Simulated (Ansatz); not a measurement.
Species: C5H6S, net charge 0, singlet state. 
Coordinates optimised at B3LYP-D3(BJ)/def2-TZVP (Ansatz, a first-principles code):
```xyz
12

C     -2.2699    -0.0970    -0.0421
C     -0.7851    -0.1672     0.1103
C     -0.0546    -0.9890     0.9212
C      1.3509    -0.7886     0.8161
C      1.6750     0.1876    -0.0773
S      0.2663     0.8686    -0.7962
H     -2.6587     0.8896     0.2198
H     -2.7418    -0.8285     0.6140
H     -2.5835    -0.3123    -1.0661
H     -0.5118    -1.7181     1.5759
H      2.0842    -1.3465     1.3804
H      2.6534     0.5441    -0.3533
```
Charge 0, spin multiplicity 1.

Property: vertical ionisation energy (to the doublet state of charge +1; each state is the SCF solution reached for its spin; for the singlet the Hartree-Fock reference is unstable and T1 is 0.012), in eV. Cores are frozen in the correlated levels unless marked. Open shells are spin-unrestricted. Spin-orbit coupling is left out. Non-relativistic. CBS(X,Y): correlation extrapolated as X^-3; Hartree-Fock from the larger set. The bracket is a focal-point correction in the basis named.

RI-MP2/CBS(aug-cc-pV(T+d)Z,aug-cc-pV(Q+d)Z)+[CCSD(T)-MP2]/aug-cc-pV(T+d)Z (Ansatz) gives 8.75 eV.

Task: Another calculation gave 8.45 eV. Which level was it?
A. BHLYP/def2-TZVPD (Ansatz)
B. B3LYP/def2-TZVPD (Ansatz)
C. SVWN5/def2-TZVPD (Ansatz)

Result: B, B3LYP/def2-TZVPD (Ansatz). The others give 8.28 (BHLYP), 8.66 (SVWN5) eV.
